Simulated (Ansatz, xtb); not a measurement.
Diatomic NbN, multiplicity 3 (lowest of 2S+1 = 1, 3, 5, 7, 9 at CCSD(T)/def2-TZVPP on PBE0 minima; our sources give no spin for the ground state, which may be another). No spin–orbit coupling. The T1 diagnostic near the minimum is 0.056, so single-reference values are doubtful.

Constants: fifth-degree fit in 1/R to seven points, most abundant isotopes. Runs in def2 and cc sets follow the lowest solution found near the PBE0 minimum.

Programs: Ansatz (Gaussian orbitals); xtb for the GFN methods. Values without a source in brackets are computed. In def2 rows elements past Kr take small-core potentials, without spin–orbit coupling. The GFN methods have no spin term and hold the electronic entropy of 300 K.

```
level               r_e (Å)  ω_e (cm⁻¹)  ω_e x_e (cm⁻¹)  α_e (cm⁻¹)  dipole (D)
------------------  -------  ----------  --------------  ----------  ----------
GFN1-xTB              1.736        1085             7.3      0.0036           -
SVWN5/def2-TZVPP      1.651        1104             3.7      0.0023        3.58
PBE/def2-TZVPP        1.664        1073             3.9      0.0024        3.55
B3LYP/def2-TZVPP      1.652        1099             4.1      0.0023        3.77
wB97X-V/def2-TZVPP    1.627        1170             3.7      0.0022        3.66
```

Ansatz is a program for electronic structure.
